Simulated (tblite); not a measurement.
Compound: C₈H₂F₃ (doublet state).
SMILES: `C([C]=CC#C)#CC(=C(F)F)F`

The geometry is computed with GFN2-xTB (gas phase). This method treats the open shell by occupation alone, without spin polarisation.

Masses are those of the commonest isotopes; rigid-rotor values at the optimised geometry. 

**Question.** Give the principal moments of inertia and the rotational constants in MHz.

**Answer.** Ia = 170.57, Ib = 1438.53, Ic = 1530.77 u·Å²; 505379 MHz·u·Å²/I gives A = 2963, B = 351.3, C = 330.1 MHz.

**Question.** Classify the top.

**Answer.** A near-prolate asymmetric top; Ray's κ = -0.984.

**Question.** Is it planar, by Δ = Ic − Ia − Ib?

**Answer.** Not planar: Δ = Ic − Ia − Ib = -78.33 u·Å². For a rigid frame Δ = −2 Σ m c², so Σ m c² = 39.16 u·Å² lies off the ab plane: 6.80 from hydrogen and 32.36 from heavier atoms. The atom farthest from that plane is 1.84 Å away.

**Question.** Give the coordinates in the principal-axis frame, origin at the centre of mass.

**Answer.** The sense of each axis is arbitrary; atoms in the order of the calculation.
| atom | mass (u) | a (Å) | b (Å) | c (Å) |
| --- | --- | --- | --- | --- |
| C1 | 12.000 | -5.260 | -0.331 | 1.081 |
| C2 | 12.000 | -4.449 | -0.173 | 0.208 |
| C3 | 12.000 | -3.509 | 0.013 | -0.824 |
| C4 | 12.000 | -2.222 | 0.138 | -0.613 |
| C5 | 12.000 | -0.959 | 0.269 | -0.396 |
| C6 | 12.000 | 0.269 | 0.365 | -0.202 |
| C7 | 12.000 | 1.606 | 0.545 | 0.026 |
| F8 | 18.998 | 2.057 | 1.808 | 0.218 |
| C9 | 12.000 | 2.529 | -0.452 | 0.072 |
| F10 | 18.998 | 3.824 | -0.289 | 0.292 |
| F11 | 18.998 | 2.220 | -1.733 | -0.101 |
| H12 | 1.008 | -5.970 | -0.470 | 1.841 |
| H13 | 1.008 | -3.913 | 0.048 | -1.833 |

**Question.** List the rotational levels J(Ka,Kc) to J = 2 (K).

**Answer.** Above 0(0,0), as E/k:
J = 1: 1(0,1) 0.033, 1(1,1) 0.158, 1(1,0) 0.159
J = 2: 2(0,2) 0.098, 2(1,2) 0.222, 2(1,1) 0.225, 2(2,1) 0.601, 2(2,0) 0.601

For this open shell read J as N, the rotation without spin; fine and hyperfine splittings come on top. Its GFN2-xTB frequencies are all real (lowest 37 cm⁻¹). These are rigid-rotor constants of the computed structure; measured ground-state constants (B0) also hold zero-point vibration.

On one thread of an Intel Xeon at 2.70 GHz, shared host with 64 logical CPUs at a one-minute load of 60, this took 1.5 s of wall time. These figures are those of the optimisation.
